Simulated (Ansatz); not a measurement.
Consider the redistribution: `F[SiH](F)[CH2][GeH3]` + `F[Si](F)(F)F` → `F[SiH](F)[Si](F)(F)F` + `F[CH2][GeH3]`.

Computed with Ansatz on PBE0-D4/def2-TZVP structures; ΔE is electronic, products minus reactants. CCSD(T)/CBS adds triple-zeta CCSD(T) − MP2 to the extrapolated MP2 energy (def2 sets, frozen cores). Functionals use def2-TZVPP. B3LYP here is the variant with VWN-RPA as its local correlation; programs differ in this. For Ge outer-core shells are correlated without core-valence functions, which leaves a few kJ/mol of doubt a bond. Scalar relativity is left out up to krypton. Each species was taken in one conformer, which may not be the lowest.

```json
{"level": "PBE-D4", "ΔE (kJ/mol)": "269.6", "difference from CCSD(T)/CBS": "-46.2"}
{"level": "r2SCAN-D4", "ΔE (kJ/mol)": "303.6", "difference from CCSD(T)/CBS": "-12.2"}
{"level": "PBE0-D4", "ΔE (kJ/mol)": "289.4", "difference from CCSD(T)/CBS": "-26.4"}
{"level": "B3LYP-D4", "ΔE (kJ/mol)": "287.1", "difference from CCSD(T)/CBS": "-28.7"}
{"level": "ωB97X-V", "ΔE (kJ/mol)": "292.0", "difference from CCSD(T)/CBS": "-23.8"}
{"level": "B2PLYP", "ΔE (kJ/mol)": "303.2", "difference from CCSD(T)/CBS": "-12.6"}
{"level": "r2SCAN", "ΔE (kJ/mol)": "303.4", "difference from CCSD(T)/CBS": "-12.4"}
{"level": "B3LYP", "ΔE (kJ/mol)": "285.4", "difference from CCSD(T)/CBS": "-30.4"}
{"level": "HF/def2-TZVPP", "ΔE (kJ/mol)": "315.4", "difference from CCSD(T)/CBS": "-0.4"}
{"level": "SCS-MP2/def2-TZVPP", "ΔE (kJ/mol)": "320.8", "difference from CCSD(T)/CBS": "5.0"}
{"level": "CCSD/def2-TZVPP", "ΔE (kJ/mol)": "316.5", "difference from CCSD(T)/CBS": "0.7"}
{"level": "CCSD(T)/def2-TZVPP", "ΔE (kJ/mol)": "314.8", "difference from CCSD(T)/CBS": "-1.0"}
{"level": "SCS-MP2/def2-QZVPP", "ΔE (kJ/mol)": "322.5", "difference from CCSD(T)/CBS": "6.7"}
{"level": "HF/CBS(def2)", "ΔE (kJ/mol)": "318.2", "difference from CCSD(T)/CBS": "2.4"}
{"level": "MP2/CBS(def2)", "ΔE (kJ/mol)": "332.7", "difference from CCSD(T)/CBS": "16.9"}
{"level": "CCSD/CBS(def2)", "ΔE (kJ/mol)": "317.5", "difference from CCSD(T)/CBS": "1.7"}
{"level": "CCSD(T)/CBS", "ΔE (kJ/mol)": "315.8", "difference from CCSD(T)/CBS": "0"}
```

Largest T1 diagnostic among the species: 0.013.

From PBE to PBE0 (25 % exact exchange), in def2-TZVPP and without D4, ΔE moves by +20.0 kJ/mol.
